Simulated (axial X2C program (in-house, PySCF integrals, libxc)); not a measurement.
CaCl: from Re and ωe to a spectrum

A bond curve at the CCSD(T) level, with spin–orbit coupling, was computed with an in-house relativistic program for diatomic molecules (basis Ca dyall-cv3z [11s12p6d4f], Cl dyall-av3z [9s8p3d2f] (cores contracted in-house)) for the state Ω = 1/2 (⟨Sz⟩ = 0.50, ⟨Lz⟩ = 0.00 at HF). Its fit gives Re = 2.5018 Å, ωe = 351.1 cm⁻¹, ωexe = 1.25 cm⁻¹ and αe = 7.480e-04 cm⁻¹; the masses are 39.9626 and 34.9689 u. Two-component means X2C with spin–orbit coupling and atomic mean-field Coulomb and Gaunt terms.

Correlated methods: 9 electrons correlated (number of frozen shells: Ca 3 s, 2 p; Cl 2 s, 1 p), 249 virtual spin orbitals or spinors in MP2, 90 natural virtuals in coupled cluster.

Q: Find the reduced mass, Be and the force constant.

A: From the CCSD(T) values: μ = 18.6497 u. Be = 16.8576/(μ Re²) = 0.1444 cm⁻¹. k = 5.8918×10⁻⁷ μ ωe² = 1.35 mdyn/Å.

Q: A Morse curve ties αe to the other constants (Pekeris). How well does that hold?

A: αe(Morse) = 6Be²/ωe × (√(ωexe/Be) − 1) = 6.922e-04 cm⁻¹; the CCSD(T) curve gives 7.480e-04 cm⁻¹, a ratio of 0.93.

Q: Where do the fundamental and the first overtone lie?

A: ν(1←0) = ωe − 2ωexe = 348.6 cm⁻¹; ν(2←0) = 2ωe − 6ωexe = 694.7 cm⁻¹.

Q: Estimate the centrifugal constant by the Kratzer relation.

A: D = 4Be³/ωe² = 9.77e-08 cm⁻¹.

Q: Estimate De from a Morse curve and compare with the computed well depth of 4.059 eV to Ca + Cl.

A: De(Morse) = ωe²/(4ωexe) = 3.057 eV against 4.059 eV computed, a ratio of 0.75. The extrapolation falls short: long-range attraction (ionic or ion–induced dipole) or a change of character along the curve can cause this.

The state is a single determinant with fixed occupations, the lowest that a limited PBE0 search found. Dissociation energies refer to the lowest single-determinant-based atoms at the same level and basis. Coupled cluster ran in a truncated set of natural virtual spinors; the MP2 energy of the rest was added. (T) has no such correction and the atoms are truncated less, which lowers De at CCSD(T) by a hundredth of an eV or more. The outer-core s and p shells of the metal are frozen in the correlated rows, which leaves out core–valence correlation; for alkali and alkaline-earth bonds that tends to lengthen them.
